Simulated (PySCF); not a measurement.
C4H4ClF, SMILES ClC1=C[C@@H](C1)F.

Geometry: TPSSh-D3(BJ)/def2-SVP. The structure was generated by enumeration; whether it is a known compound was not checked.

All values below come from TPSSh-D3(BJ)/def2-SVP (PySCF).

Frequencies are harmonic and unscaled.

Computed vibrational spectrum:
```tsv
mode	ν (cm⁻¹)	IR (km/mol)	Raman (Å⁴/amu)	depolarisation	moving atoms (share of kinetic energy)
1	114	1.7	1.0	0.75	C 38 %, F 37 %, Cl 17 %
2	263	2.2	2.3	0.75	C 54 %, Cl 19 %, F 19 %, H 8 %
3	395	2.6	2.4	0.42	C 48 %, Cl 21 %, F 20 %, H 11 %
4	423	1.6	4.6	0.72	C 50 %, H 26 %, F 22 %
5	442	6.3	6.2	0.42	C 35 %, H 32 %, Cl 20 %, F 13 %
6	552	21.8	3.3	0.40	C 46 %, H 25 %, Cl 21 %, F 8 %
7	781	27.9	0.6	0.50	C 47 %, H 38 %, F 14 %
8	867	35.4	5.0	0.70	H 64 %, C 35 %
9	915	59.1	7.3	0.14	C 80 %, H 17 %
10	968	14.8	5.6	0.74	H 57 %, C 41 %
11	1001	20.9	4.4	0.73	C 60 %, H 34 %
12	1061	29.7	7.9	0.62	H 58 %, C 34 %
13	1130	54.4	4.2	0.18	H 49 %, C 45 %
14	1159	14.4	2.7	0.75	C 62 %, H 31 %
15	1189	0.7	3.7	0.46	H 60 %, C 40 %
16	1221	6.7	8.3	0.29	H 61 %, C 36 %
17	1291	81.1	1.7	0.69	C 60 %, H 39 %
18	1364	62.8	14.9	0.74	H 75 %, C 24 %
19	1463	7.4	16.9	0.57	H 87 %, C 13 %
20	1656	73.5	26.2	0.12	C 94 %
21	3058	26.5	105.9	0.72	H 93 %
22	3064	33.2	218.0	0.06	H 94 %
23	3131	9.0	88.2	0.74	H 90 %, C 10 %
24	3241	1.0	117.7	0.29	H 91 %, C 9 %
```
